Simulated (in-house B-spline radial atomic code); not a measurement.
Radial electron density of neutral nickel, [Ar] 3d8 4s2. Computed with an all-electron radial atomic-structure program (B-spline basis): non-relativistic LDA PW92, spin-polarised, spherical fractional occupations, point nucleus.

Columns: r (bohr), 4πr²n(r) (electrons per bohr), bar.

```
 0.00242   0.9569 #
 0.00296    1.389 ##
 0.00363    2.012 ##
 0.00445    2.888 ###
 0.00545    4.097 #####
 0.00667    5.732 #######
 0.00818    7.923 #########
    0.01     10.7 ############
  0.0123    14.24 ################
   0.015    18.23 #####################
  0.0184    22.72 ##########################
  0.0226     27.2 ###############################
  0.0277    30.94 ####################################
  0.0339    33.23 ######################################
  0.0415    33.55 #######################################
  0.0509    31.84 #####################################
  0.0624    29.04 #################################
  0.0764    26.91 ###############################
  0.0936    27.28 ###############################
   0.115    30.81 ####################################
   0.141    35.66 #########################################
   0.172    38.17 ############################################
   0.211    35.46 #########################################
   0.259    27.81 ################################
   0.317    19.81 #######################
   0.388    16.14 ###################
   0.476    17.56 ####################
   0.583    20.09 #######################
   0.714     19.5 ######################
   0.875    15.22 ##################
    1.07    9.802 ###########
    1.31    5.532 ######
    1.61    3.058 ####
    1.97    1.901 ##
    2.42    1.275 #
    2.96   0.8303 #
    3.63   0.4639 #
    4.44   0.2097 
    5.44  0.07098 
    6.67   0.0169 
    8.17 0.002689 
      10 0.0002669
```

On this grid the curve has 3 maxima, near 0.0415, 0.172, 0.583 bohr.

The 4s up radial function P(r) = rR(r), positive near the nucleus:

```json
{"r (bohr)": "0.000714", "P": "0.005958"}
{"r (bohr)": "0.00107", "P": "0.00884"}
{"r (bohr)": "0.00161", "P": "0.0131"}
{"r (bohr)": "0.00242", "P": "0.01924"}
{"r (bohr)": "0.00363", "P": "0.02788"}
{"r (bohr)": "0.00545", "P": "0.03972"}
{"r (bohr)": "0.00818", "P": "0.05501"}
{"r (bohr)": "0.0123", "P": "0.07301"}
{"r (bohr)": "0.0184", "P": "0.08999"}
{"r (bohr)": "0.0277", "P": "0.09823"}
{"r (bohr)": "0.0415", "P": "0.08334"}
{"r (bohr)": "0.0624", "P": "0.02874"}
{"r (bohr)": "0.0936", "P": "-0.06617"}
{"r (bohr)": "0.141", "P": "-0.1576"}
{"r (bohr)": "0.211", "P": "-0.1441"}
{"r (bohr)": "0.317", "P": "0.03841"}
{"r (bohr)": "0.476", "P": "0.2541"}
{"r (bohr)": "0.714", "P": "0.2128"}
{"r (bohr)": "1.07", "P": "-0.1459"}
{"r (bohr)": "1.61", "P": "-0.5341"}
{"r (bohr)": "2.42", "P": "-0.6414"}
{"r (bohr)": "3.63", "P": "-0.4477"}
{"r (bohr)": "5.44", "P": "-0.179"}
{"r (bohr)": "8.17", "P": "-0.03424"}
```
